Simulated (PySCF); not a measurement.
## Assigning NMR signals

Atom-mapped SMILES (the numbers label the heavy atoms): `[CH3:1][CH:2]([CH3:3])[SiH2:4]/[CH:5]=[CH:6]/[SiH3:7]` (H(Xn): hydrogen on atom n).

How the numbers were obtained: structure optimised with PBE0-D3(BJ)/def2-SVP, σ from GIAO-B97-2/pcSseg-1, in PySCF 2.14 (fast rotation and ring inversion assumed for equivalent nuclei, a single conformation, gas phase, relativity neglected).

Chemical shifts δ = σref − σ; 13C (183.69 ppm), 1H (31.38 ppm) against TMS, all at this level.

(1) Assign these signals to the numbered atoms. 13C{1H} NMR (computed): δ 157.1 (CH), 150.9 (CH), 20.2 (CH3), 14.1 (CH).

(2) Assign these signals to the numbered atoms. 1H NMR (300 MHz, computed): δ 7.02 (m, 1H), 6.89 (m, 1H), 4.11 (d, 3H), 4.03 (m, 2H), 1.05 (d, 6H), 0.84 (m, 1H).

## Answers

(1) 
157.1 → C5, alkene CH: an sp2 carbon of a C=C bond
150.9 → C6, alkene CH
20.2 → C1/C3, methyl carbon: saturated and bonded to C and H only
14.1 → C2, sp3 CH bonded to Si

(2) 
7.02 → H(C5), hydrogen on an alkene CH: olefinic region
6.89 → H(C6), hydrogen on an alkene CH
4.11 → H(Si7), hydrogen on a silicon bonded to C
4.03 → H(Si4), hydrogen on a silicon bonded to 2 C
1.05 → H(C1)/H(C3), hydrogen on a methyl carbon
0.84 → H(C2), hydrogen on an sp3 CH bonded to Si: an electropositive neighbour shields it, as in TMS itself

H(Si7) and H(Si4) lie closer than the usual error of such a calculation, so a measured spectrum could show them in the other order.

Shifts are as computed. Against solution values, carbons near 30 ppm lie about +1 ppm off and those near 130 ppm about +2 ppm. Of 1211 compounds with measured shifts, 218 miss one by over three times the rms of a fit or turn the order of signals round; such compounds aren't used in these exercises. Multiplicities follow the n + 1 count of equivalent neighbours, as no J values were calculated; m marks all less simple cases, F and P coupling included.
